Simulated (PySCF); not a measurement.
Basis-set dependence of population analyses: `COC(=O)C(C)(C)C`

Compound: C6H12O2.
Numbering: `[CH3:1][O:2][C:3](=[O:4])[C:5]([CH3:6])([CH3:7])[CH3:8]` (hydrogens: H9, H10, H11 on C1; H12, H13, H14 on C6; H15, H16, H17 on C7; H18, H19, H20 on C8)

PBE0 throughout (PySCF), one geometry, spherical d and f functions. The structure is a single PBE0-D3(BJ)/def2-SVP conformer in the gas phase; no vibrational or solvent corrections. Atoms taken as equivalent share a column and are averaged. The first 7 of 8 kinds of atom are listed.

Mulliken charges (e):

```tsv
basis	functions	C1	O2	C3	O4	C5	C6/C7/C8	H9/H10/H11
STO-3G	52	-0.133	-0.196	+0.236	-0.243	+0.013	-0.229	+0.097
pcSseg-0	96	-0.328	-0.646	+0.837	-0.495	-0.737	-0.487	+0.242
6-31G	96	-0.250	-0.517	+0.574	-0.429	-0.123	-0.461	+0.193
6-31G*	136	-0.288	-0.464	+0.642	-0.458	-0.084	-0.516	+0.191
cc-pVDZ	172	+0.060	-0.276	+0.332	-0.260	-0.449	+0.013	+0.056
def2-SVP	172	+0.118	-0.337	+0.295	-0.244	-0.453	+0.020	+0.055
pcSseg-1	196	-0.037	-0.471	+0.602	-0.409	-0.656	-0.155	+0.121
6-311+G(2d,p)	288	-0.188	-0.294	+0.382	-0.487	+0.313	-0.549	+0.162
aug-cc-pVDZ	292	+0.851	-0.586	+0.847	-0.563	-2.705	+1.160	-0.174
def2-TZVP	320	-0.235	-0.232	+0.282	-0.325	+0.110	-0.391	+0.137
```

IAO charges (e):

| basis | functions | C1 | O2 | C3 | O4 | C5 | C6/C7/C8 | H9/H10/H11 |
| --- | --- | --- | --- | --- | --- | --- | --- | --- |
| STO-3G | 52 | -0.262 | -0.188 | +0.262 | -0.251 | -0.032 | -0.385 | +0.141 |
| pcSseg-0 | 96 | -0.228 | -0.323 | +0.466 | -0.433 | -0.019 | -0.410 | +0.157 |
| 6-31G | 96 | -0.251 | -0.320 | +0.460 | -0.438 | +0.018 | -0.428 | +0.163 |
| 6-31G* | 136 | -0.210 | -0.341 | +0.514 | -0.460 | +0.009 | -0.408 | +0.151 |
| cc-pVDZ | 172 | -0.209 | -0.338 | +0.510 | -0.455 | +0.012 | -0.408 | +0.150 |
| def2-SVP | 172 | -0.200 | -0.336 | +0.509 | -0.456 | +0.006 | -0.397 | +0.147 |
| pcSseg-1 | 196 | -0.208 | -0.342 | +0.514 | -0.466 | +0.006 | -0.405 | +0.152 |
| 6-311+G(2d,p) | 288 | -0.219 | -0.346 | +0.523 | -0.474 | +0.010 | -0.420 | +0.156 |
| aug-cc-pVDZ | 292 | -0.217 | -0.344 | +0.521 | -0.473 | +0.012 | -0.419 | +0.155 |
| def2-TZVP | 320 | -0.217 | -0.347 | +0.527 | -0.474 | +0.009 | -0.420 | +0.155 |

Hirshfeld charges (e):

```
        basis  functions      C1      O2      C3      O4      C5  C6/C7/C8  H9/H10/H11
       STO-3G         52  +0.044  -0.112  +0.154  -0.207  +0.038    -0.043      +0.025
     pcSseg-0         96  -0.028  -0.091  +0.210  -0.248  +0.040    -0.109      +0.047
        6-31G         96  -0.019  -0.113  +0.209  -0.264  +0.035    -0.104      +0.049
       6-31G*        136  -0.018  -0.102  +0.207  -0.266  +0.029    -0.103      +0.047
      cc-pVDZ        172  -0.035  -0.079  +0.208  -0.244  +0.021    -0.113      +0.046
     def2-SVP        172  -0.036  -0.083  +0.217  -0.251  +0.022    -0.117      +0.047
     pcSseg-1        196  -0.036  -0.088  +0.218  -0.250  +0.015    -0.119      +0.049
6-311+G(2d,p)        288  -0.033  -0.097  +0.207  -0.251   0.000    -0.117      +0.050
  aug-cc-pVDZ        292  -0.041  -0.094  +0.211  -0.247  +0.003    -0.124      +0.051
    def2-TZVP        320  -0.038  -0.092  +0.211  -0.251  +0.007    -0.120      +0.050
```

ESP-fitted charges (e):

| basis | functions | C1 | O2 | C3 | O4 | C5 | C6/C7/C8 | H9/H10/H11 |
| --- | --- | --- | --- | --- | --- | --- | --- | --- |
| STO-3G | 52 | -0.446 | -0.185 | +0.611 | -0.410 | +0.333 | -0.495 | +0.166 |
| pcSseg-0 | 96 | -0.395 | -0.380 | +0.896 | -0.615 | +0.401 | -0.624 | +0.186 |
| 6-31G | 96 | -0.321 | -0.385 | +0.890 | -0.608 | +0.248 | -0.475 | +0.164 |
| 6-31G* | 136 | -0.350 | -0.261 | +0.640 | -0.514 | +0.433 | -0.535 | +0.159 |
| cc-pVDZ | 172 | -0.315 | -0.246 | +0.608 | -0.497 | +0.391 | -0.465 | +0.147 |
| def2-SVP | 172 | -0.305 | -0.272 | +0.669 | -0.525 | +0.357 | -0.453 | +0.147 |
| pcSseg-1 | 196 | -0.318 | -0.294 | +0.705 | -0.554 | +0.398 | -0.510 | +0.155 |
| 6-311+G(2d,p) | 288 | -0.434 | -0.224 | +0.639 | -0.537 | +0.505 | -0.579 | +0.178 |
| aug-cc-pVDZ | 292 | -0.420 | -0.226 | +0.667 | -0.544 | +0.464 | -0.560 | +0.172 |
| def2-TZVP | 320 | -0.415 | -0.225 | +0.636 | -0.534 | +0.513 | -0.579 | +0.172 |

Some averages cover members that differ in this geometry, most widely: H9/H10/H11, Mulliken in aug-cc-pVDZ -0.311 to -0.101; C6/C7/C8, ESP-fitted in 6-31G -0.539 to -0.440; C6/C7/C8, ESP-fitted in STO-3G -0.559 to -0.461; C6/C7/C8, Mulliken in 6-311+G(2d,p) -0.608 to -0.515 e.

**Question.** Which scheme is steadiest as the basis changes?

**Answer.** Largest range over the bases for any column: Hirshfeld 0.08 e, IAO 0.26 e, ESP-fitted 0.29 e, Mulliken 3.02 e. Hirshfeld charges move least and Mulliken charges most, counted in e. Without the minimal STO-3G basis the ranges are Hirshfeld 0.04, IAO 0.07, ESP-fitted 0.29, Mulliken 3.02 e.

**Question.** How much do the charges still move between the two largest bases, aug-cc-pVDZ and def2-TZVP?

**Answer.** At most, over all atoms: Mulliken 2.816 e, IAO 0.006 e, Hirshfeld 0.004 e, ESP-fitted 0.049 e.

**Question.** What do the same runs give for the total energy, the frontier levels and the dipole moment?

**Answer.** 
```csv
basis,energy (Eh),HOMO (eV),LUMO (eV),μ (D)
STO-3G,-381.0140,-4.13,3.92,1.15
pcSseg-0,-384.9914,-7.87,0.38,1.71
6-31G,-385.7586,-7.61,0.48,1.75
6-31G*,-385.8759,-7.46,0.76,1.76
cc-pVDZ,-385.9041,-7.52,0.69,1.72
def2-SVP,-385.6025,-7.66,0.58,1.75
pcSseg-1,-385.8414,-7.78,0.45,1.84
"6-311+G(2d,p)",-385.9960,-7.80,0.23,1.87
aug-cc-pVDZ,-385.9292,-7.77,-0.11,1.88
def2-TZVP,-386.0274,-7.76,0.42,1.86
```

The dipole is fixed by the density alone, so its range of 0.73 D shows that the density itself changes with the basis, not only its division among atoms.
